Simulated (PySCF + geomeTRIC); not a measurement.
All values below come from PBE0-D4/def2-TZVP in PySCF + geomeTRIC. fastk is a local helper that only speeds up exchange builds. No frequencies were computed at this level.

```python
import json, numpy as np
from pyscf import gto, dft
from fastk import lowrank_exchange
atoms = """
Si    -0.184071    -0.000115     0.345427
Cl     1.790802    -0.003168    -0.088391
H     -0.801144     1.226030    -0.126865
H     -0.805587    -1.222746    -0.130171
"""
def scf(charge, spin, dm0=None):
    mol = gto.M(atom=atoms, basis='def2-tzvp', ecp={}, charge=charge, spin=spin, verbose=3, max_memory=3780)
    mf = dft.KS(mol, xc='pbe0').density_fit(auxbasis="def2-universal-jkfit")
    mf.disp = 'd4'
    mf.grids.level = 3
    mf.conv_tol = 1e-8
    mf.max_cycle = 60
    mf.kernel(dm0)
    if not mf.converged:
        mf = mf.newton().run(mf.mo_coeff, mf.mo_occ).undo_soscf()
    return mf
mf = scf(0, 1)
lowrank_exchange(mf)  # same exchange matrices as the stock routine, built faster for response steps
mo, _, stable, _ = mf.stability(return_status=True)
if not stable:
    mf.kernel(mf.make_rdm1(mo, mf.mo_occ))
del mf.get_jk
from pyscf.geomopt.geometric_solver import kernel as optimize
path = []
done, mol = optimize(mf, maxsteps=80, assert_convergence=False, callback=lambda env: path.append((env["energy"], bool(env["g_scanner"].converged))))
res = dict(converged=bool(done and path[-1][1]), energy=path[-1][0], path=[e for e, c in path], xyz=mol.atom_coords(unit="Angstrom").tolist(), nao=mol.nao)
json.dump(res, open("result.json", "w"))
```

Output:

```
converged SCF energy = -750.632567996573  <S^2> = 0.75247982  2S+1 = 2.0024783
<class 'pyscf.df.df_jk.DFUKS'> wavefunction is stable in the internal stability analysis
Geometry optimization cycle 1
converged SCF energy = -750.632567996587  <S^2> = 0.75247989  2S+1 = 2.0024784
cycle 1: E = -750.632567997  dE = -750.633  norm(grad) = 0.0277995
Geometry optimization cycle 2
converged SCF energy = -750.634135175652  <S^2> = 0.75234851  2S+1 = 2.0023471
cycle 2: E = -750.634135176  dE = -0.00156718  norm(grad) = 0.00660344
Geometry optimization cycle 3
converged SCF energy = -750.634252074565  <S^2> = 0.7523553  2S+1 = 2.0023539
cycle 3: E = -750.634252075  dE = -0.000116899  norm(grad) = 0.00252863
Geometry optimization cycle 4
converged SCF energy = -750.634261240704  <S^2> = 0.75235429  2S+1 = 2.0023529
cycle 4: E = -750.634261241  dE = -9.16614e-06  norm(grad) = 0.000637438
Geometry optimization cycle 5
converged SCF energy = -750.63426171996  <S^2> = 0.75235403  2S+1 = 2.0023526
cycle 5: E = -750.63426172  dE = -4.79256e-07  norm(grad) = 9.39697e-05
<class 'geometric.internal.Distance'> : 3
<class 'geometric.internal.Angle'> : 3
<class 'geometric.internal.TranslationX'> : 1
<class 'geometric.internal.TranslationY'> : 1
<class 'geometric.internal.TranslationZ'> : 1
<class 'geometric.internal.RotationA'> : 1
<class 'geometric.internal.RotationB'> : 1
<class 'geometric.internal.RotationC'> : 1
Step    0 : Gradient = 1.390e-02/1.799e-02 (rms/max) Energy = -750.6325679966
Step    1 : Displace = 4.089e-02/7.033e-02 (rms/max) Trust = 1.000e-01 (=) Grad = 3.302e-03/5.458e-03 (rms/max) E (change) = -750.6341351757 (-1.567e-03) Quality = 0.928
Step    2 : Displace = 1.516e-02/1.942e-02 (rms/max) Trust = 1.414e-01 (+) Grad = 1.264e-03/1.816e-03 (rms/max) E (change) = -750.6342520746 (-1.169e-04) Quality = 0.961
Step    3 : Displace = 2.517e-03/3.249e-03 (rms/max) Trust = 2.000e-01 (+) Grad = 3.187e-04/4.959e-04 (rms/max) E (change) = -750.6342612407 (-9.166e-06) Quality = 1.187
Step    4 : Displace = 4.550e-04/5.889e-04 (rms/max) Trust = 2.828e-01 (+) Grad = 4.698e-05/7.152e-05 (rms/max) E (change) = -750.6342617200 (-4.793e-07) Quality = 1.075
Converged! =D
```

Cost: about 2.0 core-minutes (a rough figure).
